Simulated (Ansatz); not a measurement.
Frontier orbitals of `CB([SiH3])S`.

Charge 0, multiplicity 1. Geometry: relaxed with PBE0-D4/def2-TZVP. It is one conformer, not always the lowest. Basis def2-TZVPP, Ansatz.

Orbital energies of one run (eV). Highest occupied ones, from the top: -8.26, -8.45, -9.22, -9.72, -9.83, -11.80, -11.83, -12.05, -13.35, -15.60, -20.28, -21.71, -100.68, -100.70. Empty: -1.23, 0.67, 1.25, 1.42, 1.91, 2.13.

(1) Which functional gave them?
A. LC-ωPBE
B. r2SCAN0
C. r2SCAN
D. ωB97M-V

Results:

(1) B. HOMO energies: r2SCAN0 -8.26, LC-ωPBE -10.77, r2SCAN -7.16, ωB97M-V -10.22 eV.

LC-ωPBE has ω = 0.4 bohr⁻¹.
